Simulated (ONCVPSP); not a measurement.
## Reading a pseudo-wave (rubidium (Rb))

Columns: radius, all-electron u(r) and pseudo u(r) of the 4p shell (level -16.03 eV) of rubidium in the configuration [Ar] 3d10 4s2 4p6 5s1; LDA (Perdew-Zunger), scalar-relativistic, ONCV scheme, ONCVPSP 4.0.1.

| r (bohr) | all-electron | pseudo |
| --- | --- | --- |
| 0.140 | 0.1685 | 0.0214 |
| 0.280 | -0.2997 | 0.0830 |
| 0.420 | -0.3904 | 0.1775 |
| 0.560 | -0.1743 | 0.2943 |
| 0.700 | 0.1283 | 0.4204 |
| 0.840 | 0.4025 | 0.5428 |
| 0.980 | 0.6085 | 0.6499 |
| 1.120 | 0.7426 | 0.7333 |
| 1.260 | 0.8151 | 0.7880 |
| 1.400 | 0.8399 | 0.8132 |
| 1.540 | 0.8304 | 0.8111 |
| 1.680 | 0.7978 | 0.7866 |
| 1.820 | 0.7507 | 0.7454 |
| 1.960 | 0.6954 | 0.6936 |
| 2.100 | 0.6366 | 0.6362 |
| 2.240 | 0.5774 | 0.5774 |
| 2.380 | 0.5199 | 0.5199 |
| 2.520 | 0.4653 | 0.4652 |
| 2.660 | 0.4144 | 0.4144 |
| 2.800 | 0.3676 | 0.3676 |
| 2.940 | 0.3250 | 0.3250 |
| 3.080 | 0.2865 | 0.2865 |
| 3.220 | 0.2521 | 0.2521 |
| 3.360 | 0.2213 | 0.2213 |
| 3.500 | 0.1940 | 0.1940 |
| 3.640 | 0.1698 | 0.1698 |

**Question.** How many radial nodes do the two functions have?

**Answer.** The all-electron 4p function has n − l − 1 = 2; the pseudo-wave has 0, since the states of the same l below it are removed with the core.

**Question.** At about which radius was the pseudo-wave matched?

**Answer.** 2.65 bohr. The columns agree to 0.0005 from 2.10 bohr on; several derivatives are matched, so the curves merge somewhat inside the radius.

**Question.** Where does each function peak?

**Answer.** Outermost all-electron maximum near 1.40 bohr, pseudo maximum near 1.40 bohr (to the table’s step).

**Question.** Is the pseudo-wave norm-conserving?

**Answer.** Yes: the ONCV scheme keeps the norm inside the radius equal to the all-electron one, which fixes the energy derivative of the logarithmic derivative at the level.
